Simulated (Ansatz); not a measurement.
Stepwise reaction of `COB(Br)OC` with water, as a gas-phase model of exchange steps in deposition or etching. ΔE in kJ/mol; ΔG adds harmonic PBE0-D4 terms to CCSD(T)/CBS, at 1 bar.

Isolated molecules relaxed with PBE0-D4/def2-TZVP in Ansatz; ΔE leaves out vibrations. CBS: MP2 limit from def2 TZ/QZ plus the TZ coupled-cluster correction, frozen cores. This one scheme is used for every species. Functionals use def2-TZVPP. B3LYP here is the variant with VWN-RPA as its local correlation; programs differ in this. For Br outer-core shells are correlated without core-valence functions, which leaves a few kJ/mol of doubt a bond. Scalar relativity is left out up to krypton. Each species was taken in one conformer, which may not be the lowest.

```csv
step,reaction,PBE-D4,B3LYP-D4,ωB97M-V,CCSD(T)/CBS,ΔG(400 K)
2,`COB(O)Br` + H₂O → `OB(O)Br` + CH₃OH,4.1,5.1,4.2,8.6,7.2
```

(1) Give the row of step 1, `COB(Br)OC` + H₂O → `COB(O)Br` + CH₃OH. (Estimate.)

(2) By hand: ΔE of the 2 steps together at CCSD(T)/CBS.

## Answers

(1) Ansatz gave: 
| step | reaction | PBE-D4 | B3LYP-D4 | ωB97M-V | CCSD(T)/CBS | ΔG(400 K) |
| --- | --- | --- | --- | --- | --- | --- |
| 1 | `COB(Br)OC` + H₂O → `COB(O)Br` + CH₃OH | 1.6 | 4.5 | 3.5 | 8.3 | 6.7 |

(2) (8.3) + (8.6) = 16.9 kJ/mol, or 8.4 kJ/mol a step.

In ΔE the steps differ by no more than 0.3 kJ/mol. All are uphill at CCSD(T)/CBS. ΔG lies between 6.7 and 7.2 kJ/mol a step. PBE-D4 differs from CCSD(T)/CBS by -6.7 to -4.5 kJ/mol a step. Isolated molecules leave out the surface, adducts and barriers. Largest T1 diagnostic: 0.011.
